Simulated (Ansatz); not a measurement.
Coupled-cluster diagnostics for the cluster Cu₂O⁻, Ansatz.

Geometry of the doublet (r2SCAN-D4/def2-TZVPD):

```xyz
3

Cu    1.572   -0.733    0.161
Cu   -1.572    0.733   -0.162
O     0.000    0.000    0.001
```

Correlated methods freeze 19 core orbitals. In CCSD on the charge -1 doublet the largest single amplitude is 0.26, so its Hartree–Fock determinant may place the open shell otherwise than the density functionals do. No other spin state of charge -1 was run. Another isomer (doublet) lies 0.28 eV lower at PBE0-D4/def2-TZVPD; other spin states weren't run for this one.

Task: Estimate the CCSD(T) correlation energy, the shares of MP2 and (T), T1 and the reference's ⟨S²⟩ for: charge -1, doublet, own geometry in def2-TZVPD; and the rough time on 4 threads of Arm Neoverse V2 on a shared host.

Result: 
| state | basis | correlation (eV) | MP2 share (%) | (T) share (%) | T1 | ⟨S²⟩ (pure) | wall time | remarks |
| --- | --- | --- | --- | --- | --- | --- | --- | --- |
| charge -1, doublet, own geometry | def2-TZVPD | -27.695 | 105.0 | 4.5 | 0.063 | 1.77 (0.75) | 42 s | flagged by the program, large T1 (0.063), spin-contaminated (⟨S²⟩ 1.77) |
Customary marks for T1 are 0.02 (closed shells), 0.045 (open shells) and about 0.05 (3d metals). T1 exceeds 0.02 in 1 of 1 rows and 0.045 in 1; the higher it lies, the less the single-reference result can be trusted.
